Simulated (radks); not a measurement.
Values are calculated unless marked as measured or tabulated.
The tin ion Sn4+, [Kr] 4d10. Level of theory: non-relativistic Kohn-Sham, exchange-only LDA, spin-polarised, spherical densities, point nucleus (a radial shooting solver on a logarithmic mesh with Libxc functionals). Every spin shell is full or empty, so the densities are truly spherical. Functionals are evaluated on that one density, not self-consistently. Rank these exchange functionals by their error against the exact value of the orbitals, and give that value: LDA, PBE, revPBE, OPTX, SOGGA, B86b, EV93, APBE, revTPSS, SCAN, MS2, Tao-Mo.

Answer. Exact: -157.643 hartree. From best to worst, with 100 (|E| - |E exact|)/|E exact| (equal figures are ties): B86b -0.05, SCAN +0.15, APBE +0.26, EV93 -0.31, revPBE -0.32, PBE -0.47, MS2 -0.62, Tao-Mo -0.84, revTPSS -0.94, OPTX +1.22, SOGGA -2.32, LDA -4.91.
